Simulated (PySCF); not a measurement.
## Telling isomers of C8H10FP apart by NMR

[PySCF 2.14.0 with density-fitted response routines: NMR shieldings at PBE0/pcSseg-1/GIAO; geometry from PBE0-D3(BJ)/def2-SVP; a single conformation; equivalent nuclei averaged; in vacuum; non-relativistic]

Scale: 1H (31.27 ppm), 13C (184.41 ppm) against TMS (reference shieldings calculated alike). Splittings of carbon signals by F and P are missing where no couplings were computed. Where no couplings were computed, multiplicities follow the n + 1 count of equivalent neighbours, and m marks all less simple cases (inequivalent or close neighbours, rings, F or P nearby). Shifts are as computed. Against solution values, carbons near 30 ppm lie about +2 ppm off and those near 130 ppm about +5 ppm (rms about the fit 1.9 ppm; single classes can miss by 10 ppm). Of 1328 compounds with measured shifts, 309 miss one by over three times the rms of a fit or turn the order of signals round; such compounds aren't used in these exercises. Signals without a measured value on file couldn't be tested in this way; 1H shifts scatter by 0.2 ppm about their fit, and single ones miss by 0.5 ppm.

(1) Tabulate the signals of `CC(C)c1cccc(F)p1`, `CP(C)c1ccc(F)cc1` and their relative energies.

(2) What is the quickest way to tell CC(C)c1cccc(F)p1 from CP(C)c1ccc(F)cc1?

Results:

(1) 
| SMILES | carbon types | δC | δH | E rel. (kcal/mol) |
| --- | --- | --- | --- | --- |
| CC(C)c1cccc(F)p1 | 2×C 4×CH 2×CH3 | 209.4, 197.0, 137.1, 134.3, 125.5, 44.7, 30.6 | 7.51 (m, 1H), 7.50 (m, 1H), 7.42 (m, 1H), 2.76 (m, 1H), 1.45 (d, 6H) | 9.4 |
| CP(C)c1ccc(F)cc1 | 2×C 4×CH 2×CH3 | 171.6, 141.6, 141.1, 120.5, 18.5 | 7.78 (m, 2H), 7.14 (m, 2H), 1.13 (m, 6H) | 0.0 |

Energies are electronic energies at PBE0/pcSseg-1 on these geometries, without zero-point or thermal terms, each for the one conformer computed, which needn't be the lowest.

(2) Count the carbon signals: 7 against 5. The first has an sp3 CH on an aromatic ring at 44.7 ppm, the second a substituted aromatic carbon (C) at 141.6 ppm. Their most deshielded carbons lie at 209.4 and 171.6 ppm.
